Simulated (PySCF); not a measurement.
Can point charges reproduce the dipole moment of `C[C@@]1(F)C=CC=C1C1CC1`?

Coordinates (GFN2-xTB, Å) and charges (e) from the PBE0/pcSseg-1 density (PySCF):

| atom | x | y | z | Mulliken | IAO | Hirshfeld | ESP-fitted |
| --- | --- | --- | --- | --- | --- | --- | --- |
| C1 | -1.818 | -0.951 | 0.896 | -0.1941 | -0.4239 | -0.1260 | -0.6357 |
| C2 | -1.400 | -0.205 | -0.373 | +0.1039 | +0.3086 | +0.1034 | +0.7250 |
| F3 | -1.662 | -1.034 | -1.456 | -0.3215 | -0.3225 | -0.1155 | -0.3086 |
| C4 | -2.107 | 1.121 | -0.479 | -0.0742 | -0.1911 | -0.0699 | -0.4021 |
| C5 | -1.208 | 2.100 | -0.355 | -0.0322 | -0.1445 | -0.0489 | -0.1610 |
| C6 | 0.128 | 1.537 | -0.246 | -0.0875 | -0.1939 | -0.0656 | -0.1587 |
| C7 | 0.064 | 0.196 | -0.310 | -0.1291 | +0.0019 | +0.0022 | -0.1510 |
| C8 | 1.126 | -0.809 | -0.276 | -0.1865 | -0.1456 | -0.0410 | -0.0875 |
| C9 | 2.523 | -0.458 | -0.720 | -0.1530 | -0.2784 | -0.0818 | -0.3056 |
| C10 | 2.251 | -0.689 | 0.726 | -0.1655 | -0.2823 | -0.0839 | -0.2578 |
| H11 | -2.878 | -1.188 | 0.842 | +0.1254 | +0.1509 | +0.0450 | +0.1720 |
| H12 | -1.629 | -0.328 | 1.765 | +0.1258 | +0.1571 | +0.0451 | +0.1803 |
| H13 | -1.252 | -1.875 | 0.983 | +0.1246 | +0.1470 | +0.0427 | +0.1534 |
| H14 | -3.170 | 1.199 | -0.594 | +0.0817 | +0.1570 | +0.0507 | +0.1875 |
| H15 | -1.407 | 3.157 | -0.349 | +0.0805 | +0.1561 | +0.0536 | +0.1659 |
| H16 | 1.015 | 2.136 | -0.151 | +0.0654 | +0.1466 | +0.0484 | +0.1768 |
| H17 | 0.783 | -1.810 | -0.506 | +0.1032 | +0.1525 | +0.0470 | +0.1509 |
| H18 | 2.703 | 0.551 | -1.055 | +0.1362 | +0.1495 | +0.0478 | +0.1405 |
| H19 | 3.077 | -1.205 | -1.268 | +0.1333 | +0.1537 | +0.0516 | +0.1518 |
| H20 | 2.619 | -1.593 | 1.186 | +0.1312 | +0.1508 | +0.0491 | +0.1356 |
| H21 | 2.234 | 0.165 | 1.386 | +0.1327 | +0.1504 | +0.0457 | +0.1283 |

Task: What dipole does each set of charges give (1 e·Å = 4.803 D), and what does the density give?

Result: The full density gives (0.90, 0.45, 1.62) D, 1.91 D in size; dipole vectors point from the negative to the positive end.

```csv
scheme,μx,μy,μz,size (D),share of the full size (%),angle to the full dipole (°)
Mulliken,2.02,0.62,3.57,4.15,217,5
IAO,1.01,0.92,2.58,2.92,153,9
Hirshfeld,0.70,0.28,0.85,1.14,59,10
ESP-fitted,0.93,0.49,1.64,1.94,102,1
```

Task: Which set comes closest?

Result: Length of the difference vector: ESP-fitted 0.05 D, Hirshfeld 0.82 D, IAO 1.07 D, Mulliken 2.25 D. Closest: ESP-fitted. 

Task: What is left for the Hirshfeld atoms' own dipoles?

Result: The Hirshfeld atoms' densities add up to the full density, so μ = Σ q r + Σ (atomic dipoles). The atomic dipoles sum to (0.90, 0.45, 1.62) − (0.70, 0.28, 0.85) = (0.20, 0.17, 0.77) D, 0.82 D in size.

Task: With the origin at the mean of the coordinates, (0.000, 0.001, -0.017) Å, which are the largest single terms, by size, of the ESP-fitted dipole along the direction of the full one?

Result: C2 -3.52, F3 +3.33, C4 +2.17, C10 -1.90, H14 -1.53 D; all 21 atoms together +1.94 D. The single terms depend on the origin, their sum doesn't.

Task: Give the size of the full dipole in other units.

Result: 1.91 D = 0.752 au = 0.398 e·Å = 6.37 × 10⁻³⁰ C·m.

One conformer (not necessarily the lowest) at the GFN2-xTB geometry, without solvent, vibrations or thermal averaging.

Shape of the structure used: `[CH3:1][C@@:2]1([F:3])[CH:4]=[CH:5][CH:6]=[C:7]1[CH:8]1[CH2:9][CH2:10]1`: C6–C7–C8–C9 -25°.
